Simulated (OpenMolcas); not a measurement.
## Rh II: effect of correlating more closed shells

* Program: OpenMolcas
* Basis: ANO-RCC-VDZP [6s5p3d1f]
* Scalar Hamiltonian: DKH2, point nucleus
* Active space: 8 electrons in 5 orbitals (4d)
* State averaging: 2S+1 = 3 even, 10 roots; 2S+1 = 1 even, 15 roots
* Spin-orbit coupling: state interaction with AMFI integrals over the reference wave functions, term energies averaged over their components

Methods on the same reference wave functions:
A. CASSCF
B. SS-CASPT2, IPEA 0.25 Eh, imaginary shift 0.1 Eh (closed shells correlated: none)
C. SS-CASPT2, IPEA 0.25 Eh, imaginary shift 0.1 Eh (closed shells correlated: 4s 4p)

Energies in eV above 4d⁸ ³F₄, the measured ground level; measured values from NIST Handbook of Basic Atomic Spectroscopic Data.

```json
{"Level": "4d⁸ ³F₄", "A": "0.0000", "B": "0.0000", "C": "0.0000", "Measured": "0.0000"}
{"Level": "4d⁸ ³F₃", "A": "0.2994", "B": "0.300", "C": "0.300", "Measured": "0.2977"}
{"Level": "4d⁸ ³F₂", "A": "0.4691", "B": "0.459", "C": "0.451", "Measured": "0.4440"}
{"Level": "4d⁸ ¹D₂ [53 %]", "A": "1.4439", "B": "1.246", "C": "1.172", "Measured": ""}
{"Level": "4d⁸ ³P₁", "A": "1.8527", "B": "1.627", "C": "1.618", "Measured": "1.3037"}
{"Level": "4d⁸ ³P₂ [58 %]", "A": "1.8685", "B": "1.659", "C": "1.610", "Measured": ""}
{"Level": "4d⁸ ³P₀", "A": "1.8887", "B": "1.656", "C": "1.647", "Measured": "1.3342"}
{"Level": "4d⁸ ¹G₄", "A": "2.2893", "B": "2.207", "C": "2.066", "Measured": "1.8418"}
{"Level": "4d⁸ ¹S₀", "A": "5.3758", "B": "4.604", "C": "4.552", "Measured": ""}
```

Deviations, from unrounded energies. A percentage is the sum of absolute deviations over the sum of measured energies, with the sign that they share, or ± where signs differ.

| Against measurement | Levels | A | B | C |
| --- | --- | --- | --- | --- |
| mean absolute deviation (cm-1) | 5 | 2500 | 1700 | 1400 |
| fine structure of the ground term (%) | 2 | +3.6 | +2.3 | +1.2 |
| other terms of the ground configuration (%) | 3 | +34.6 | +22.6 | +19.0 |

C lies closest to measurement on these levels and A furthest from it. The largest miss of C in the table is 4d⁸ ³P₁, by +2500 cm-1. The ranking rests on the paired levels alone, and a cruder setting can come out closer through cancelling errors.

Between B and C the level of the table that moves most is 4d⁸ ¹G₄, by 1100 cm-1 (lowest in C, highest in B). Moves below CASPT2's spread within the term are not significant.

The mean deviations of B to C differ by less than CASPT2's widest spread within a term (720 cm-1), so their order carries little weight.

From A to B the spin-free energies of the other terms of 4d⁸ shown, above ³F, scale by factors of 0.85 to 0.96, as is usual when dynamic correlation screens the repulsion within a d or f shell.

The lowest spin-free term lies below A's lowest term by 0.188 hartree in B, 0.381 hartree in C.

What an inner shell adds also hangs on whether the basis holds functions to correlate it.

Term energies are means over components that CASPT2 splits; among the terms shown or strongly mixed into the levels shown the widest spread is 720 cm-1 (4d⁸ ³F, C). Configurations with an s electron lie low at this charge and mix in, so terms can be misplaced. Without dynamic correlation excited terms often stand tens of per cent too high (terms of higher spin than the ground term too low), and those without a measured partner can miss by more than the paired ones (holds for A). Some terms miss by over 15 % even with CASPT2, which points to a basis or an active space too small for the shells correlated (holds for B; C). Some levels mix across a computed gap that differs much from the measured one, so their mixing is not that of the real levels (holds for C). Measured partners are found by configuration, term and J. A level has none where our copy of the source lacks it or the pairing is in doubt (some pairs that miss far off the trend of their configuration count as doubtful), and it then counts in no deviation. Only configurations of the active space appear.

A share in square brackets marks a mixed level and gives the weight of the term that names it, the lowest over the columns.
